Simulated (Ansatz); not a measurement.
A nudged elastic band was laid between two geometries of H₃SSb (5 atoms, charge 0, multiplicity 1).

The calculation used RKS CAM-B3LYP-D4/def2-TZVP in Ansatz 0.2.0.

```
movable images  : 5
climbing image  : yes
spring          : 5.0 eV/Å²
optimiser       : quadratic models (default)
start path      : through a guess of the saddle point
force threshold : 0.03 eV/Å
iteration limit : 60
end points      : relaxed
```

Image 0:

```xyz
5
Properties=species:S:1:pos:R:3
S 0.490 -0.814 1.179
Sb -0.167 0.220 -0.919
H 0.967 -1.916 0.587
H -1.710 0.688 -0.367
H 0.470 1.749 -0.521
```

Image 6:

```xyz
5
Properties=species:S:1:pos:R:3
S -0.140 -0.357 0.714
Sb 0.324 0.700 -1.550
H 0.308 -1.625 0.671
H -1.427 -0.748 0.728
H 0.985 1.957 -0.604
```

**Question.** What changes between the two ends?

**Answer.** Bonds broken: Sb2–H4. Bonds formed: S1–H4.

**Question.** What energy profile does the band end with?

**Answer.** It converged. The highest image is number 4 of 0 to 6, 1.91 eV above the first end and 0.50 eV above the last; the last end lies 1.40 eV above the first. A vibrational analysis at the climbing image gives one clearly imaginary mode, 815i cm⁻¹: a first-order saddle point. The orbitals stay closed-shell, which can raise the energy where a bond breaks towards radicals; this wasn't checked here.

```json
{"image": "0", "path coordinate (Å)": "0.00", "energy (eV)": "0.00", "Sb2–H4 (Å)": "1.70", "S1–H4 (Å)": "3.08"}
{"image": "1", "path coordinate (Å)": "0.57", "energy (eV)": "0.03", "Sb2–H4 (Å)": "1.71", "S1–H4 (Å)": "3.10"}
{"image": "2", "path coordinate (Å)": "1.14", "energy (eV)": "0.15", "Sb2–H4 (Å)": "1.69", "S1–H4 (Å)": "2.87"}
{"image": "3", "path coordinate (Å)": "1.71", "energy (eV)": "0.96", "Sb2–H4 (Å)": "1.70", "S1–H4 (Å)": "2.22"}
{"image": "4", "path coordinate (Å)": "2.28", "energy (eV)": "1.91", "Sb2–H4 (Å)": "1.96", "S1–H4 (Å)": "1.55"}
{"image": "5", "path coordinate (Å)": "3.14", "energy (eV)": "1.56", "Sb2–H4 (Å)": "2.98", "S1–H4 (Å)": "1.34"}
{"image": "6", "path coordinate (Å)": "4.00", "energy (eV)": "1.40", "Sb2–H4 (Å)": "3.22", "S1–H4 (Å)": "1.35"}
```

**Question.** What is the geometry of the highest image?

**Answer.** 
```xyz
5
Properties=species:S:1:pos:R:3
S 0.325 -0.556 1.082
Sb 0.217 0.469 -1.375
H 0.178 -1.820 0.662
H -0.843 -0.136 0.157
H 0.174 1.970 -0.568
```

**Question.** What are the harmonic wavenumbers there?

**Answer.** 815i, 254, 296, 495, 712, 1068, 1449, 1980, 2726 cm⁻¹.

Time of the run: 3.7 min on 2 threads of Intel(R) Xeon(R) Platinum 8175M CPU @ 2.50GHz (Skylake/Cascade Lake), on a shared host, peak memory 0.23 GiB.
